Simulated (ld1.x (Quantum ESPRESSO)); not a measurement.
Which change was made? (Cl, TM)

```json
{"Element": "Cl (Z = 17)", "Generator": "ld1.x (Quantum ESPRESSO) 7.5", "Type": "norm-conserving Troullier–Martins (Kleinman–Bylander form)", "Functional": "LDA (PZ)", "Relativity": "scalar-relativistic", "Frozen core": "[Ne]", "Valence charge": "7", "Reference configuration": "3s2 3p4 (charge +1)", "Partial waves": "3s (bound): rc 1.30 bohr; 3p (bound): rc 1.20 bohr", "Local potential": "all-electron potential smoothed inside 1.10 bohr (lloc = -1)", "Core correction": "none"}
```

Cutoffs, loose and tight: the cutoffs (Ry, on a coarse ladder) from which the occupation-weighted sum of valence levels, in a spherical-Bessel basis at the reference potential, stays within 10 and 1 mRy of its value at 400 Ry. They do not see the model core or the augmentation charge, which bear on the density cutoff. Test errors are all-electron minus pseudo excitation energies from the reference, over the configurations 3s2 3p5; 3s2 3p3; 3s2 3p2; 3s2 3p4.5; 3s1 3p6; 3s2 3p5.3; 3s2 3p1 (two spin-polarised tests are not counted in the largest error); variants that change the core or the reference have their own tests.

The base gives: outcome: generated; cutoff, loose: 55 Ry; cutoff, tight: 100 Ry; bound ghosts: none; largest test error (meV): +302.

Problem. After one change the result is: outcome: generated; cutoff, loose: 40 Ry; cutoff, tight: 60 Ry; bound ghosts: none; largest test error (meV): +333. Which change was it?
A. all radii scaled by about 1.22 (s 1.58, p 1.46 bohr); local potential all-electron potential smoothed inside 1.34 bohr (lloc = -1)
B. all radii scaled by about 0.94 (s 1.22, p 1.14 bohr); local potential all-electron potential smoothed inside 1.04 bohr (lloc = -1)
C. all radii scaled by about 0.77 (s 1.00, p 0.92 bohr); local potential all-electron potential smoothed inside 0.84 bohr (lloc = -1)

Solution. A. The others give: all radii scaled by about 0.77 (s 1.00, p 0.92 bohr); local potential all-electron potential smoothed inside 0.84 bohr (lloc = -1) → outcome: generated; cutoff, loose: 160 Ry; cutoff, tight: over 300 Ry; bound ghosts: s; largest test error (meV): +1142 | all radii scaled by about 0.94 (s 1.22, p 1.14 bohr); local potential all-electron potential smoothed inside 1.04 bohr (lloc = -1) → outcome: generated; cutoff, loose: 70 Ry; cutoff, tight: 140 Ry; bound ghosts: none; largest test error (meV): +306.
